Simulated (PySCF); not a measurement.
CCl, SMILES [C]Cl (connectivity only; charge and spin as stated), neutral, multiplicity 2. Geometry optimised at PBE0-D3(BJ)/def2-TZVPD.

These are PySCF with PBE0-D3(BJ)/def2-TZVPD values and carry that method's errors.

Harmonic wavenumbers (cm⁻¹): 889. Rotational constants (GHz): 20.85 (linear); symmetry number 1.

Work out the zero-point energy and the ideal-gas rigid-rotor harmonic-oscillator thermochemistry at 298.15 K and 1 atm.

ZPE = ½ Σ hcν = ½ × 889 cm⁻¹ = 5.32 kJ/mol. H − E(el) = 14.14 kJ/mol. Entropy in J/(mol K): translation 156.89, rotation 55.68, vibration 0.61, spin 5.76, total 218.94. G − E(el) = -51.13 kJ/mol. Cp = 31.26 J/(mol K).
